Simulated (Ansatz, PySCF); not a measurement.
C2H6BFO2, SMILES C[C@@H](F)B(O)O. Atoms are numbered in the order given.

```xyz
12

C      1.6981    -0.7924     0.1996
C      0.4730    -0.0207     0.6657
F      0.8136     1.3475     0.7633
B     -0.7882    -0.1375    -0.3133
O     -1.2844     0.9882    -0.8765
O     -1.3793    -1.3254    -0.6169
H      1.4787    -1.8714     0.1457
H      2.0116    -0.4615    -0.8029
H      2.5443    -0.6527     0.8900
H      0.2007    -0.3463     1.6884
H     -0.7708     1.7528    -0.5764
H     -0.9791    -2.0871    -0.1844
```

The structure is a stationary point at B3LYP-D3(BJ)/def2-SVP. The structure was generated by enumeration; whether it is a known compound was not checked. The values are those of a single conformer.

Two levels are set side by side: PBE-D3(BJ)/def2-SVP (Ansatz, a program for electronic structure) and B3LYP-D3(BJ)/def2-SVP (Ansatz). Each level has its own optimised geometry; the coordinates shown are those of the second. Frequencies come from the Hessian of PySCF at each geometry. Differences are taken from unrounded values.

```tsv
quantity	B3LYP-D3(BJ)
mean bond length (Å)	1.236
bond C1–C2 (Å)	1.521
bond C2–F3 (Å)	1.413
bond C2–B4 (Å)	1.601
bond B4–O5 (Å)	1.353
bond B4–O6 (Å)	1.361
bond C1–H7 (Å)	1.102
bond C1–H8 (Å)	1.101
bond C1–H9 (Å)	1.101
bond C2–H10 (Å)	1.107
bond O5–H11 (Å)	0.969
bond O6–H12 (Å)	0.963
highest harmonic wavenumber (cm⁻¹)	3886
mean harmonic wavenumber (cm⁻¹)	1352
zero-point energy (kcal/mol)	57.97
```

Q: What does PBE-D3(BJ) give, and how far is it from B3LYP-D3(BJ)? (The exact figures need the calculation; the answer reports its results.)

A: 
| quantity | PBE-D3(BJ) | PBE-D3(BJ) minus B3LYP-D3(BJ) |
|---|---|---|
| mean bond length (Å) | 1.243 | 0.008 |
| bond C1–C2 (Å) | 1.523 | 0.002 |
| bond C2–F3 (Å) | 1.422 | 0.009 |
| bond C2–B4 (Å) | 1.606 | 0.005 |
| bond B4–O5 (Å) | 1.362 | 0.009 |
| bond B4–O6 (Å) | 1.370 | 0.009 |
| bond C1–H7 (Å) | 1.110 | 0.008 |
| bond C1–H8 (Å) | 1.109 | 0.007 |
| bond C1–H9 (Å) | 1.109 | 0.008 |
| bond C2–H10 (Å) | 1.116 | 0.009 |
| bond O5–H11 (Å) | 0.979 | 0.010 |
| bond O6–H12 (Å) | 0.971 | 0.008 |
| highest harmonic wavenumber (cm⁻¹) | 3777 | -108 |
| mean harmonic wavenumber (cm⁻¹) | 1315 | -36 |
| zero-point energy (kcal/mol) | 56.42 | -1.56 |

Exact exchange shortens and stiffens bonds; PBE has none. Differences between two approximate levels are no errors against the true value.
